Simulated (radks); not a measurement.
Question: Tm, configuration [Xe] 4f13 6s1 5f1 (not the ground configuration). Calculated with a radial shooting solver on a logarithmic mesh with Libxc functionals: scalar-relativistic Kohn-Sham, LDA (Slater exchange, Perdew-Wang correlation), spin-polarised, spherical densities, point nucleus; open shells are filled with parallel spins first (spin-orbit coupling, left out, can overturn this in heavy ions). Some entries of the table are withheld. Estimate them.

orbital,occ.,eigenvalue (hartree),r(max) (bohr)
1s up,1,-2177.177,0.01262
1s down,1,-2177.176,0.01262
2s up,1,-367.5124,0.07194
2s down,1,-367.5114,0.07194
2p up,3,-324.6321,0.05856
2p down,3,-324.6313,0.05856
3s up,1,-82.72091,0.2034
3s down,1,-82.70434,0.2034
3p up,3,-69.73823,0.2003
3p down,3,-69.72173,0.2003
3d up,5,-53.68081,0.1632
3d down,5,-53.66790,0.1632
4s up,1,-16.42998,0.4644
4s down,1,-16.39728,0.4644
4p up,3,-12.16181,0.4857
4p down,3,-12.12966,0.4857
4d up,5,-6.49451,0.5011
4d down,5,-6.46308,0.5011
5s up,1,-2.15793,1.089
5s down,1,-2.14111,1.091
5p up,3,-1.18275,1.252
5p down,3,-1.16782,1.254
4f up,7,-0.31457,0.4949
6s up,1,-0.29194,3.080
4f down,6,-0.28638,0.4953
6s down,0,-0.26143,3.070
5d up,0,-0.19368,(1)
5d down,0,-0.17024,(2)
6p up,0,-0.15197,4.012
6p down,0,-0.12736,4.141
5f up,1,(3),(4)
5f down,0,(5),(6)

Answer: 
(1) 5d up r(max) (bohr): 2.000
(2) 5d down r(max) (bohr): 1.960
(3) 5f up eigenvalue (hartree): -0.01680
(4) 5f up r(max) (bohr): 15.42
(5) 5f down eigenvalue (hartree): -0.01194
(6) 5f down r(max) (bohr): 16.49
